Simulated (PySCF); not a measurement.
Species: C5H7O2 (doublet state).
SMILES with atom numbers: `[CH2:1][O:2]/[CH:3]=[CH:4]/[C:5]([CH3:6])=[O:7]` (hydrogens: H8, H9 on C1; H10 on C3; H11 on C4; H12, H13, H14 on C6)

Structure used (GFN2-xTB), in Å, numbered top down from 1:
```xyz
14
C5H7O2 angstrom
C     -3.2424   -0.1261    0.7016
O     -1.9548   -0.3010    0.9232
C     -1.0320    0.0296    0.0307
C      0.2942   -0.1438    0.2659
C      1.2785    0.2400   -0.7311
C      2.7146   -0.0012   -0.3228
O      0.9788    0.7200   -1.8111
H     -3.8965   -0.4210    1.4965
H     -3.5987    0.2993   -0.2205
H     -1.3616    0.4557   -0.9126
H      0.6296   -0.5637    1.2008
H      2.8660   -1.0590   -0.1187
H      2.9389    0.5570    0.5838
H      3.3847    0.3137   -1.1176
```

The hyperfine couplings belong to this conformer and change with its torsions.

Level of theory: UKS B3LYP, pcH-1 on C H O, non-relativistic, mean-field spin-orbit, GIAO in PySCF. Geometry: GFN2-xTB, one conformer, isolated molecule. Couplings are sensitive to structure, and on GFN2-xTB geometries they can be far from those on DFT ones. Stability of the SCF solution: not tested.

Principal values of hyperfine tensors in MHz (contact and dipolar terms together), for some of the nuclei:

```tsv
atom	isotope	A1	A2	A3
C1	13C	3.79	6.26	232.06
H8	1H	-99.21	-62.98	-26.88
H9	1H	-97.61	-61.65	-25.75
O2	17O	-50.62	8.72	10.96
C4	13C	-0.90	0.03	30.27
H11	1H	-11.45	-9.56	-4.03
C3	13C	-15.84	-6.49	-2.05
C5	13C	-6.58	-6.24	-5.32
```

**Question.** Split each tensor into its isotropic and traceless parts, and turn a_iso into mT with g = 2.0032.

**Answer.** a_iso is a third of the trace, T = A − a_iso, and a(mT) = a(MHz)/(g × 13.996).

| atom | a_iso (MHz) | a_iso (mT) | T1 | T2 | T3 |
| --- | --- | --- | --- | --- | --- |
| C1 | 80.70 | 2.878 | -76.91 | -74.44 | 151.36 |
| H8 | -63.02 | -2.248 | -36.19 | 0.04 | 36.14 |
| H9 | -61.67 | -2.200 | -35.94 | 0.02 | 35.92 |
| O2 | -10.31 | -0.368 | -40.30 | 19.03 | 21.27 |
| C4 | 9.80 | 0.350 | -10.70 | -9.77 | 20.47 |
| H11 | -8.35 | -0.298 | -3.10 | -1.21 | 4.32 |
| C3 | -8.13 | -0.290 | -7.71 | 1.64 | 6.07 |
| C5 | -6.05 | -0.216 | -0.54 | -0.19 | 0.73 |

**Question.** What spin density at the nucleus of C5 lies behind its contact coupling (g_N = 1.40482)?

**Answer.** a_FC = 800.24 MHz bohr³ × g_N × ρ(0)/(2S). With a_FC = -6.05 MHz and 2S = 1, ρ(0) = -0.005379 bohr⁻³.

**Question.** O7 (17O, g_N = -0.75752) isn't in the table. Its spin density at the nucleus is 0.005764 bohr⁻³. What is its contact coupling?

**Answer.** By the same relation, a_FC = -3.49 MHz. Its full tensor has the principal values -18.88, 4.13, 4.26 MHz.

**Question.** Which nucleus of the table has the largest anisotropic coupling, and what is its form?

**Answer.** C1: -76.9, -74.4, 151.4 MHz, axial, in the ratio −1:−1:+2, the form that spin in one p orbital centred on that nucleus gives.

**Question.** In a single crystal, with the field along each principal axis of the tensor of C1 in turn, what first-order splitting does this nucleus give (isotropic g, quadrupole terms neglected)?

**Answer.** 2 lines (I = 1/2), spaced by |A_i|/(g × 13.996): 0.14, 0.22, 8.28 mT along the axes of A1, A2 and A3.

The run took 74 s of wall time (with the writing of density and orbital grids) on one thread, Arm Neoverse N1 (aarch64), no GPU, on a shared host, and the process peaked at 0.88 GiB of memory.
